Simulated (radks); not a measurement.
Problem. The carbon ion C3+, [He] 2s1. Method: non-relativistic Kohn-Sham, exchange-only LDA, spin-polarised, spherical densities, point nucleus; computed with a radial shooting solver on a logarithmic mesh with Libxc functionals. Every spin shell is full or empty, so the densities are truly spherical. Functionals are evaluated on that one density, not self-consistently. Rank these orbital-free kinetic functionals by their error against the exact value of the orbitals, and give that value: Thomas-Fermi, von Weizsacker, TF + vW, TF + vW/9, TF + vW/5, LC94, APBEK, revAPBEK, Perdew 92, Thakkar, Pearson, LKT, PG1, DePristo-Kress.

Solution. Exact: 34.2011 hartree. From best to worst, with 100 (|E| - |E exact|)/|E exact| (equal figures are ties): DePristo-Kress -0.11, APBEK +0.30, LC94 +0.35, TF + vW/9 +0.54, Perdew 92 +0.56, Thakkar +0.56, revAPBEK +1.13, Pearson -3.96, von Weizsacker -5.52, TF + vW/5 +8.94, Thomas-Fermi -9.96, PG1 +48.50, LKT +55.83, TF + vW +84.52.
